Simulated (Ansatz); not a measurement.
Reactions of CH$_{3}$Cl$_{2}$In (`[CH3][In]([Cl])[Cl]`).

Calculated with Ansatz (gas phase, PBE0-D4/def2-TZVP geometries, no zero-point term in ΔE). CBS: MP2 limit from def2 TZ/QZ plus the TZ coupled-cluster correction, frozen cores. This one scheme is used for every species. def2 core potentials past Kr. For Br, In outer-core shells are correlated without core-valence functions, which leaves a few kJ/mol of doubt a bond. Scalar relativity is left out up to krypton. One conformer a species, not always the lowest.

(1) Order these by ΔE at CCSD(T)/CBS, lowest first. (Estimate.)
A. `[CH3][In]([Cl])[Cl]` + `[SiH3]N[SiH3]` → `[SiH3][N]([SiH3])[In]([Cl])[Cl]` + CH₄
B. `[CH3][In]([Cl])[Cl]` + H₂ → `[CH3][InH][Cl]` + HCl
C. `[CH3][In]([Cl])[Cl]` + `CNC` → `C[N](C)[In]([Cl])[Cl]` + CH₄
D. `[CH3][In]([Cl])[Cl]` + H₂S → `[CH3][In]([SH])[Cl]` + HCl
E. `[CH3][In]([Cl])[Cl]` + `NBBr` → `CNBBr` + `[Cl][InH][Cl]`
F. `[CH3][In]([Cl])[Cl]` + H₂S → `[SH][In]([Cl])[Cl]` + CH₄
G. `[CH3][In]([Cl])[Cl]` + `[CH3][In]([SH])[Br]` → `[CH3][In]([SH])[Cl]` + `[CH3][In]([Cl])[Br]`
H. `[CH3][In]([Cl])[Cl]` + `N[SiH](O)S` → `CS[SiH](N)O` + `[Cl][InH][Cl]`

Largest T1 diagnostic: 0.014, for `C[N](C)[In]([Cl])[Cl]`.

Answers

(1) F (-95.0 kJ/mol), A (-38.9 kJ/mol), C (-22.7 kJ/mol), G (-0.3 kJ/mol), D (+24.2 kJ/mol), H (+52.7 kJ/mol), E (+68.8 kJ/mol), B (+104.0 kJ/mol).
